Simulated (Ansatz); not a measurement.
One change: `[SiH3][SiH2]C[SeH]` becomes `OC[SiH2][SiH3]`.

Ansatz, PBE0-D4/def2-TZVP geometries, multiplicity 1. Each molecule was computed in one conformer, which needn't be the lowest.

Scalar relativity is left out up to krypton. Spin–orbit coupling is left out; it splits and shifts lone-pair levels of the heavy atoms by tenths of an eV.

| property | `[SiH3][SiH2]C[SeH]` |
| --- | --- |
| HOMO energy (B3LYP/def2-TZVPP) / eV | -6.47 |
| HOMO energy (PBE0/def2-TZVPP) / eV | -6.69 |
| LUMO energy (B3LYP/def2-TZVPP) / eV | -0.65 |
| HOMO energy (PBE/def2-TZVPP) / eV | -5.56 |
| HOMO energy (ωB97M-V/def2-TZVPP) / eV | -8.88 |
| HOMO–LUMO gap (PBE0/def2-TZVPP) / eV | 6.26 |

**Question.** Give the same properties after the change, and the shifts. (An estimate is asked.)

**Answer.** The calculation gave: 
```
                             property  `OC[SiH2][SiH3]`  shift
  HOMO energy (B3LYP/def2-TZVPP) / eV             -7.26  -0.79
   HOMO energy (PBE0/def2-TZVPP) / eV             -7.48  -0.79
  LUMO energy (B3LYP/def2-TZVPP) / eV             -0.22   0.43
    HOMO energy (PBE/def2-TZVPP) / eV             -6.04  -0.48
HOMO energy (ωB97M-V/def2-TZVPP) / eV             -9.72  -0.84
 HOMO–LUMO gap (PBE0/def2-TZVPP) / eV              7.46   1.20
```

With PBE0 the HOMO falls by 0.79 eV and the LUMO rises by 0.41 eV, so the gap widens by about 1.20 eV. PBE moves the HOMO by -0.48 eV and ωB97M-V by -0.84 eV.

Positive LUMOs are unbound, so they and the gaps depend on the basis.

B3LYP here is the variant with VWN-RPA as its local correlation; programs differ in this.
